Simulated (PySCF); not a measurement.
SMILES N[SiH](N)Cl at its CAM-B3LYP/def2-SVP optimised geometry (Å):

```
9

Si    -0.4060    -0.7067     0.0000
N     -0.9378     0.9168     0.0000
N      1.3008    -0.7067     0.0000
Cl    -1.3300    -1.5313     1.6831
H     -0.8071    -1.5954    -1.1176
H     -1.8221     1.1892     0.4112
H     -0.5795     1.5954    -0.6617
H      1.8217    -0.1430     0.6635
H      1.8221    -1.5236    -0.2980
```

Computed with CAM-B3LYP/def2-TZVP (PySCF).

Map of the deformation density (molecule minus spherical neutral atoms) (e/bohr³) on the plane z = 0.8 Å:

```
|33333333333333333333333333333|
|33333333333333333333333333333|
|33333333333333333333333333333|
|33333333333333333333333333333|
|33333333333333333333333333333|
|33333332222333333333333333333|
|33333222222233333333333333333|
|33332222222233333333333333333|
|33322211122333333333333333333|
|33322100233343333333333333333|
|33322100344444332222222333333|
|33322211233454332222222223333|
|33322211122344322221111223333|
|33332222112333211111000122333|
|33332222111221011123410122333|
|33333222221100012236941122333|
|33333322233210013346631222333|
|33333333345531124444322222333|
|33333333357752123443222222333|
|33333333346652123333222223333|
|33333333334442222333222223333|
|33333333333332222222222233333|
|33333333333332222222222333333|
|33333333333332222233333333333|
|33333333333333333333333333333|
|33333333333333333333333333333|
|33333333333333333333333333333|
|33333333333333333333333333333|
|33333333333333333333333333333|
```
Scale: ten equal steps from -0.020 (start of '0') to 0.042 (end of '9'), in the order '0123456789'; x runs from -4.00 to 4.00, y from -4.00 (bottom) to 4.00 (top).
